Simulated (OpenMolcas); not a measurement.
# How methods differ on GaH2ClO (SMILES [OH][GaH][Cl])

GaH2ClO: 5 atoms, total charge 0, spin state singlet. As SMILES, `[OH][GaH][Cl]`. Geometry: relaxed at PBE0-D4/def2-TZVP. This is one conformer, not always the lowest.

Each level gives the HOMO–LUMO gap (eV). The values are calculated.

```csv
level,kind,program,value (eV),CPU time
revPBE/def2-SVPD,GGA,OpenMolcas,5.67,29 s
M06-L/def2-SVPD,meta-GGA,OpenMolcas,6.30,33 s
TPSS/def2-SVPD,meta-GGA,OpenMolcas,5.90,35 s
r2SCAN/def2-SVPD,meta-GGA,OpenMolcas,6.28,31 s
B3LYP/def2-SVPD,global hybrid,OpenMolcas,7.27,26 s
BHLYP/def2-SVPD,global hybrid,OpenMolcas,9.85,26 s
M06-2X/def2-SVPD,hybrid meta-GGA,OpenMolcas,9.79,33 s
PBE0/def2-SVPD,global hybrid,OpenMolcas,7.83,25 s
```

All-electron rows without a relativistic Hamiltonian named are non-relativistic. The values span 5.67 to 9.85 eV. Orbital gaps aren't excitation energies; they tend to grow with the share of exact exchange. Times are those of the runs behind each value, whatever else they computed, on shared processors of several kinds: orders of magnitude only.
